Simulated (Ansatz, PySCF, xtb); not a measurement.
Dimer: C2H4 (SMILES C=C) (first 6 atoms) with CH5N (SMILES CN); geometry from B3LYP-D3(BJ)/def2-TZVP, rigid monomers moved along the line of their centres of mass till H5···N8 is 3.47 Å.
(charge 0, multiplicity 1):
| atom | x (Å) | y (Å) | z (Å) |
|---|---|---|---|
| C | -0.6430 | 0.2606 | 0.0678 |
| C | 0.5421 | -0.1998 | 0.4439 |
| H | -0.9135 | 0.3668 | -0.9764 |
| H | -1.3948 | 0.5514 | 0.7920 |
| H | 0.8122 | -0.3058 | 1.4893 |
| H | 1.2868 | -0.4881 | -0.2898 |
| C | -0.5914 | 0.3270 | 4.9457 |
| N | 0.7622 | -0.2283 | 4.9612 |
| H | -1.2562 | -0.3663 | 4.4285 |
| H | -0.5890 | 1.2586 | 4.3779 |
| H | -1.0198 | 0.5336 | 5.9353 |
| H | 0.7871 | -1.1038 | 5.4696 |
| H | 1.4054 | 0.4025 | 5.4241 |

Interaction energies are E(AB) − E(A) − E(B) at the monomers' geometry in the complex; basis-set methods are counterpoise corrected. Rows marked so take none.

Frozen-core correlation. Rows in 3-21G, 6-31G* carry no dispersion term and start afresh at each structure (6-31G* with six Cartesian d functions).

Codes used: Ansatz (Gaussian basis) for Hartree–Fock, density functionals and correlated methods; PySCF for 3-21G rows, 6-31G* rows, the dispersion terms; xtb for the GFN methods. Values without a source in brackets are computed.

| level | interaction energy (kcal/mol) |
|---|---|
| GFN1-xTB | -0.51 |
| PBE-D4/def2-TZVPPD | -1.09 |
| r2SCAN/def2-TZVPPD | -0.58 |
| r2SCAN-D4/def2-TZVPPD | -0.84 |
| B3LYP/3-21G (no counterpoise) | -1.08 |
| B3LYP/6-31G* (no counterpoise) | -0.87 |
| PBE0-D4/def2-TZVPPD | ___ |
| MP2/aug-cc-pVDZ | -0.89 |
| CCSD(T)/aug-cc-pVDZ | -0.88 |

Problem. What belongs in the gaps?

Solution. 
- PBE0-D4/def2-TZVPPD, interaction energy (kcal/mol): -1.04

Ansatz is a first-principles code.
